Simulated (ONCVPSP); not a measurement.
What the settings do to the ONCV potential of P

Base potential:

* Element: P
* Generator: ONCVPSP 4.0.1
* Type: optimised norm-conserving Vanderbilt (ONCV)
* Functional: PBEsol
* Relativity: scalar-relativistic
* Frozen core: [Ne]
* Valence charge: 5
* Reference configuration: 3s1 3p4
* Partial waves: 3s: rc 1.35 bohr, ncon 5, nbas 8, qcut 5.7 1/bohr, 2 projectors, debl 0.9 Ha; 3p: rc 1.85 bohr, ncon 4, nbas 8, qcut 4 1/bohr, 2 projectors, debl 1.9 Ha
* Local potential: polynomial inside 0.85 bohr (lpopt 5, dvloc0 2 Ha)
* Core correction: polynomial model core, fcfact 0.15

Cutoffs, loose and tight: the cutoffs (Ha) at which the residual kinetic energy of the hardest occupied pseudo-wave falls to 1 and 0.1 mHa per electron. They do not see the model core or the augmentation charge, which bear on the density cutoff. Test errors are all-electron minus pseudo excitation energies from the reference, over the configurations 3s2 3p3; 3s2 3p2; 3s2 3p1; 3s1 3p0. A dash means not determined; rows that change the core or the reference have their own tests.

A true bound ghost makes a file unfit for plane-wave use even where its test errors are small: the radial tests pick states by their node count and pass the ghost by.

```csv
change,outcome,"cutoff, loose","cutoff, tight",bound ghosts,GHOST(+) flags above zero,largest test error (meV)
base,generated,66 Ha,88 Ha,s,none,+87
reference 3s1.5 3p3.5,generated,66 Ha,88 Ha,s,none,+6.7
s: qcut 4.3,generated,68 Ha,89 Ha,s,none,+86
p: nproj 3,generated,66 Ha,88 Ha,s,none,+87
p: qcut 6,generated,66 Ha,88 Ha,s,none,+135
"core [He], valence charge 13; reference 2s2 2p6 3s2 3p3; waves now 2s+3s: rc 0.95 bohr, ncon 4, nbas 7, qcut 15.6 1/bohr, 2 projectors; 2p+3p: rc 0.90 bohr, ncon 3, nbas 8, qcut 16.9 1/bohr, 2 projectors; local potential polynomial inside 0.70 bohr (lpopt 5, dvloc0 0 Ha)",generated,106 Ha,119 Ha,none,none,+9.9
"core correction Teter function fitted to the true core (icmod 2), fcfact 0.45",generated,66 Ha,88 Ha,s,none,+125
"local potential polynomial inside 1.35 bohr (lpopt 5, dvloc0 4 Ha)",generated,66 Ha,88 Ha,s,none,+87
s: rc 1.88,generated,11 Ha,14 Ha,none,s,+89
"p: ncon 3, nbas 7",generated,66 Ha,88 Ha,s,none,+67
```

(1) What comes out with this change to the base: s: qcut 5.1; p: qcut 3.6?

Answers

(1) outcome: generated; cutoff, loose: 69 Ha; cutoff, tight: 89 Ha; bound ghosts: s; GHOST(+) flags above zero: none; largest test error (meV): +83.
